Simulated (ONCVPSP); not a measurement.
## In (Z = 49): one change to an ONCV potential, before and after

- Element: indium (In)
- Generator: ONCVPSP 4.0.1
- Type: optimised norm-conserving Vanderbilt (ONCV)
- Functional: PBEsol
- Relativity: fully relativistic
- Frozen core: [Kr]
- Valence charge: 13
- Reference configuration: 4d10 5s2 5p1
- Partial waves: 5s: rc 2.15 bohr, ncon 4, nbas 8, qcut 3.1 1/bohr, 3 projectors, debl 1.2 Ha; 5p: rc 2.15 bohr, ncon 4, nbas 7, qcut 3.1 1/bohr, 2 projectors, debl 2.1 Ha; 4d: rc 1.40 bohr, ncon 3, nbas 8, qcut 13.1 1/bohr, 2 projectors, debl 1.2 Ha
- Local potential: polynomial inside 1.20 bohr (lpopt 3, dvloc0 1 Ha)
- Core correction: polynomial model core, fcfact 0.6

Open shells are filled in proportion to 2j + 1.

All-electron outer shells of the reference configuration (PBEsol, scalar-relativistic, ld1.x):

```
shell  level (eV)  outermost node (bohr)  outermost maximum (bohr)
   4s     -119.51                   0.41                      0.77
   4p      -78.02                   0.42                      0.82
   4d      -18.59                   0.40                      0.94
   5s       -8.25                   1.02                      2.16
   5p       -2.52                   1.14                      2.85
```

Change: s: qcut 3.4; p: qcut 3.4; d: qcut 14.3.

Cutoffs: the cutoffs (Ha) at which the residual kinetic energy of the hardest occupied pseudo-wave falls to 1 and 0.1 mHa per electron; they do not see the model core or the augmentation charge, which bear on the density cutoff. Errors are all-electron minus pseudo energies relative to the spin-unpolarised reference configuration.

Q: How do hardness, ghosts and transferability respond?

A: The potential gets softer (42 Ha and 51 Ha → 40 Ha and 46 Ha); the errors of the 3 common tests hardly move; neither file shows a bound ghost.

| quantity | base | changed |
| --- | --- | --- |
| cutoff, loose | 42 Ha | 40 Ha |
| cutoff, tight | 51 Ha | 46 Ha |
| loose cutoff by channel | s 5.8 Ha, p 4.4 Ha, d 42 Ha | s 5.4 Ha, p 4.5 Ha, d 40 Ha |
| bound ghosts | none | none |
| GHOST(+) flags under 300 eV | s at 27.0 eV, p3/2 at 58.9 eV, p1/2 at 66.7 eV | s at 20.0 eV, p3/2 at 58.5 eV, p1/2 at 66.0 eV |
| tests with a reliable result | 3 of 4 | 3 of 4 |
| error for 4d10 5s2 5p0, meV [ΔE 5.37 eV] | -1.4 | -1.3 |
| error for 4d10 5s1 5p0, meV [ΔE 24.65 eV] | -15 | -15 |
| error for 4d10 5s2 5p0.5, meV [ΔE 1.95 eV] | -0.2 | -0.2 |
| s: phases at 2.19 bohr within 0.05 rad from the reference energy up to (Ha; the scan ends near 5) | 4.1 | 4.1 |
| p3/2: phases at 2.19 bohr within 0.05 rad from the reference energy up to (Ha; the scan ends near 5) | 2.2 | 2.1 |
| p1/2: phases at 2.19 bohr within 0.05 rad from the reference energy up to (Ha; the scan ends near 5) | 2.4 | 2.4 |
| d5/2: phases at 1.42 bohr within 0.05 rad from the reference energy up to (Ha; the scan ends near 5) | to the end of the scan | to the end of the scan |
| d3/2: phases at 1.42 bohr within 0.05 rad from the reference energy up to (Ha; the scan ends near 5) | to the end of the scan | to the end of the scan |
| rms error of d²Exc/dni dnj with the model core, mHa | 1.67 | 1.68 |
